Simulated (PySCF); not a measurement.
Species: CF3SO2Cl.
Atom-mapped SMILES: `[O:1]=[S:2](=[O:3])([Cl:4])[C:5]([F:6])([F:7])[F:8]`

Structure used (PBE0-D3(BJ)/def2-SVP), in Å, numbered top down from 1:
```xyz
8
CClF3O2S angstrom
O      1.3871   -0.0799    1.4190
S      0.9547   -0.0680    0.0449
O      1.4162   -1.0055   -0.9466
Cl     1.1790    1.8487   -0.6967
C     -0.9188   -0.1325    0.0353
F     -1.2598   -1.3376    0.4356
F     -1.3916    0.7710    0.8603
F     -1.3589    0.0828   -1.1822
```

Method used: PBE0-D3(BJ)/def2-SVP geometry optimisation, gas phase in PySCF.

Take the most abundant isotopes and a rigid rotor. 

Task: Give the principal moments of inertia and the rotational constants in MHz.

Result: Ia = 247.11, Ib = 377.65, Ic = 433.25 u·Å²; 505379 MHz·u·Å²/I gives A = 2045, B = 1338, C = 1166 MHz.

Task: Classify the top.

Result: An asymmetric top; Ray's κ = -0.609.

Task: Is it planar, by Δ = Ic − Ia − Ib?

Result: Not planar: Δ = Ic − Ia − Ib = -191.51 u·Å². For a rigid frame Δ = −2 Σ m c², so Σ m c² = 95.75 u·Å² lies off the ab plane. The atom farthest from that plane is 1.27 Å away.

Task: Give the other two planar moments, Paa and Pbb, and the rms extents of the mass along the axes.

Result: Paa = Σ m a² = (Ib + Ic − Ia)/2 = 281.90 and Pbb = Σ m b² = (Ia + Ic − Ib)/2 = 151.35 u·Å². With the mass M = 167.93 u, the rms extents √(P/M) along a, b and c are 1.30, 0.95, 0.76 Å.

Task: Which types of transition are allowed, and where do some lines up to J = 2 fall?

Result: The dipole components are |μa| = 0.84 D, |μb| = 1.53 D, |μc| = 0.01 D. The squared components, which scale the intensities, stand as 0.30 : 1.00 : 0.00 (a : b : c). Some lines, for components of 0.1 D or more:

```json
{"type": "a", "branch": "Q", "J(Ka,Kc)": "2(1,1) ← 2(1,2)", "MHz": "515", "lower level (cm⁻¹)": "0.268"}
{"type": "b", "branch": "Q", "J(Ka,Kc)": "1(1,0) ← 1(0,1)", "MHz": "879", "lower level (cm⁻¹)": "0.084"}
{"type": "b", "branch": "Q", "J(Ka,Kc)": "2(1,1) ← 2(0,2)", "MHz": "1078", "lower level (cm⁻¹)": "0.250"}
{"type": "b", "branch": "Q", "J(Ka,Kc)": "2(2,0) ← 2(1,1)", "MHz": "2149", "lower level (cm⁻¹)": "0.286"}
{"type": "a", "branch": "R", "J(Ka,Kc)": "1(0,1) ← 0(0,0)", "MHz": "2505", "lower level (cm⁻¹)": "0.000"}
{"type": "b", "branch": "Q", "J(Ka,Kc)": "2(2,1) ← 2(1,2)", "MHz": "2636", "lower level (cm⁻¹)": "0.268"}
{"type": "b", "branch": "R", "J(Ka,Kc)": "1(1,1) ← 0(0,0)", "MHz": "3212", "lower level (cm⁻¹)": "0.000"}
{"type": "b", "branch": "R", "J(Ka,Kc)": "2(0,2) ← 1(1,1)", "MHz": "4275", "lower level (cm⁻¹)": "0.107"}
{"type": "a", "branch": "R", "J(Ka,Kc)": "2(1,2) ← 1(1,1)", "MHz": "4838", "lower level (cm⁻¹)": "0.107"}
{"type": "a", "branch": "R", "J(Ka,Kc)": "2(0,2) ← 1(0,1)", "MHz": "4982", "lower level (cm⁻¹)": "0.084"}
{"type": "a", "branch": "R", "J(Ka,Kc)": "2(1,1) ← 1(1,0)", "MHz": "5181", "lower level (cm⁻¹)": "0.113"}
{"type": "b", "branch": "R", "J(Ka,Kc)": "2(1,2) ← 1(0,1)", "MHz": "5545", "lower level (cm⁻¹)": "0.084"}
{"type": "b", "branch": "R", "J(Ka,Kc)": "2(2,1) ← 1(1,0)", "MHz": "7302", "lower level (cm⁻¹)": "0.113"}
{"type": "b", "branch": "R", "J(Ka,Kc)": "2(2,0) ← 1(1,1)", "MHz": "7501", "lower level (cm⁻¹)": "0.107"}
```

PBE0-D3(BJ)/def2-SVP frequencies: not computed here. Constants of a rigid frame at the computed geometry: no zero-point averaging, no centrifugal distortion. Quadrupole hyperfine structure (35Cl) is left out.
